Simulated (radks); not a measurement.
The numbers below are computed, except where a source is named.
Q: Dipole-allowed excitations along the series with 36 electrons in [Kr]. Code: a radial shooting solver on a logarithmic mesh with Libxc functionals. Model: scalar-relativistic Kohn-Sham, LB94 model potential, spin-unpolarised, spherical densities, finite nucleus; Fermi nuclear charge, rms radius of each element as measured or else 0.836 A^(1/3) + 0.57 fm. Time-dependent linear response with the Hartree and adiabatic LDA kernel, continuum included through the Sternheimer equations, no spin-orbit coupling, so fine structure and intercombination lines are absent. Lines are the poles of the dipole polarisability below minus the highest occupied eigenvalue, found on a grid refined at the orbital gaps; the lowest seven at most are given, and weak or close lines can be missed. The first line takes the name of the lowest orbital gap if no other gap lies below it; otherwise a line is named after a gap within 0.6 % of it, if that gap stands alone.

| species | -e(HOMO) (eV) | lowest orbital gap (eV) | first line (eV) | f | static alpha (bohr^3) |
|---|---|---|---|---|---|
| In13+ | 344.96 | 4p-4d 69.173 | 86.481 (4p-4d) | 4.63 | 0.5212 |
| Sn14+ | 383.53 | 4p-4d 73.321 | 91.480 (4p-4d) | 4.52 | 0.4537 |
| Sb15+ | 423.91 | 4p-4d 77.505 | 96.502 (4p-4d) | 4.40 | 0.3975 |
| I17+ | 510.13 | 4p-4d 85.999 | 106.64 (4p-4d) | 4.20 | 0.3103 |
| Xe18+ | 555.97 | 4p-4d 90.319 | 111.77 (4p-4d) | 4.10 | 0.2761 |

Estimate the first line of Te16+, its oscillator strength and the static polarisability.

A: 101.55 eV (4p-4d), f = 4.30, alpha = 0.3503 bohr^3.
